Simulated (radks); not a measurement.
Results of a calculation; reference values are marked as such.
Ionisation of neutral tellurium, [Kr] 4d10 5s2 5p4, to Te+, [Kr] 4d10 5s2 5p3, under several functionals. Scalar-relativistic Kohn-Sham, spin-polarised, spherical densities, point nucleus; open shells are filled with parallel spins first (spin-orbit coupling, left out, can overturn this in heavy ions); a radial shooting solver on a logarithmic mesh with Libxc functionals.

functional,E(Te) (hartree),Exc (hartree),IE (eV),-e(HOMO) (eV),<r> HOMO (bohr),IE error (eV)
SOGGA,-6791.21991,-172.23258,8.532,5.116,2.696,-0.478
RPBE,-6794.84503,-175.89084,8.517,5.108,2.722,-0.493
PW91,-6795.46632,-176.51669,8.715,5.262,2.704,-0.295
"LDA (Slater exchange, VWN5 correlation)",-6788.88903,-169.88451,9.024,5.494,2.696,+0.014
BLYP,-6795.15594,-176.19033,8.732,5.188,2.726,-0.278
PBE,-6794.50483,-175.54492,8.646,5.199,2.707,-0.364
exchange-only PBE,-6791.74008,-172.73092,7.580,4.237,2.792,-1.430
XLYP,-6795.73386,-176.77259,8.768,5.215,2.733,-0.242
"LDA (Slater exchange, Perdew-Wang correlation)",-6788.86759,-169.86264,9.033,5.503,2.697,+0.023
B86b exchange with PBE correlation,-6795.25316,-176.30021,8.677,5.224,2.702,-0.333
Wu-Cohen GGA,-6793.72894,-174.76379,8.684,5.246,2.682,-0.326

NIST Atomic Spectra Database: 9.010 eV (measured). Closest: LDA (Slater exchange, VWN5 correlation). The Delta-SCF values span 1.45 eV, the total energies 6.87 hartree. The highest occupied level is 5p. Open shells are spherical and high-spin; term and fine-structure splittings are not resolved. Spin-orbit splitting is averaged out at the scalar-relativistic level.
